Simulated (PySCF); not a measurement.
Removal energies of I³⁵⁺ from EOM-IP-GCCSD

Reference: closed-shell I³⁵⁺, [Ar]; one electron is removed. Calculated with PySCF 2.14, two-component X2C-1e with screened spin-orbit coupling, an even-tempered Gaussian basis (18 s from 2.2 bohr⁻², ratio 2.6; 14 p from 2.9 bohr⁻², ratio 2.6; 6 d from 3 bohr⁻², ratio 2.8; 3 f from 52 bohr⁻², ratio 2.8); frozen [Ne]; the 62 highest virtual spinors dropped; of the others 50 kept and the rest restored at second order. No Breit or QED terms. Binding energies in eV.

```csv
level,Koopmans,second order,EOM-CCSD
3p1/2,2505.2,2505.3,2505.4
3p3/2,2432.4,2432.9,2433.2
```

For comparison, the ionisation energy of I³⁵⁺ is 2431 ± 5 eV (theoretical estimate listed by NIST; NIST Atomic Spectra Database, ionization energies).

Only part of the computed levels is shown.
